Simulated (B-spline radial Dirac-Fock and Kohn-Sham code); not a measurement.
Al 2s: cross section and angular parameters

System: the free aluminum atom in the configuration [Ne] 3s2 3p1; threshold 117.8 eV (tabulated edge). Model: Dirac-Hartree-Slater photoionisation with a Latter tail; cross sections with all multipoles, angular parameters from the dipole term and its interference with E2. Program: a B-spline atomic structure program.

Input file task.json (cfg lists n, l and occupation; rrms is the nuclear radius in fm):

```json
{"items": [{
  "Z": 13,
  "q": 0,
  "cfg": [[1, 0, 2], [2, 0, 2], [2, 1, 6], [3, 0, 2], [3, 1, 1]],
  "A": 27,
  "rrms": 3.061,
  "do": "xps",
  "hv": [51.9, 54.9, 56.8, 79.0, 80, 83.2, 96.0, 339.0, 400, 419.0, 545.0, 600, 795.0, 1000, 1070.0, 1253.6, 1290.0, 2000, 2170.0, 2510.0, 4570.0, 4950.0, 5414.7, 5480.0, 5560.0, 5670.0, 9350.0, 12900.0, 15000],
  "edges": {"K": 1559.0, "L1": 117.8, "L2": 72.9, "L3": 72.5}
}]}
```

Command: `python xray2_run.py task.json out`

For linearly polarised light dσ/dΩ = σ/(4π) [1 + β P₂(cos θ) + (δ + γ cos²θ) sin θ cos φ], with θ from the polarisation vector and φ the angle between the beam and the projection of the electron momentum on the plane normal to the polarisation.

```
hν (eV)  σ (kb)      β       γ
    339     190  2.000  -0.039
    400     145  2.000  -0.031
    419     134  2.000  -0.025
    545       ?      ?       ?
    600    69.9  2.000   0.051
    795    40.1  2.000   0.145
   1000    24.8  2.000   0.240
   1070    21.5  2.000   0.272
 1253.6    15.1  2.000   0.351
   1290    14.2  2.000   0.366
   2000    5.08  2.000   0.624
   2170    4.16  2.000   0.679
   2510    2.90  2.000   0.781
   4570   0.607  2.000   1.271
   4950   0.489  2.000   1.346
 5414.7   0.383  2.000   1.433
   5480   0.370  2.000   1.445
   5560   0.356  2.000   1.459
   5670   0.337  2.000   1.479
   9350  0.0820  2.000   2.042
  12900  0.0319  2.000   2.475
  15000  0.0203  1.999   2.699
```

Task: Give the values at 545 eV.

Result: σ = 83.8 kb, β = 2.000, γ = 0.025. For an s subshell δ is negligible.

Values without a named source are computed, but for edge energies of neutral atoms, which are taken from tables.
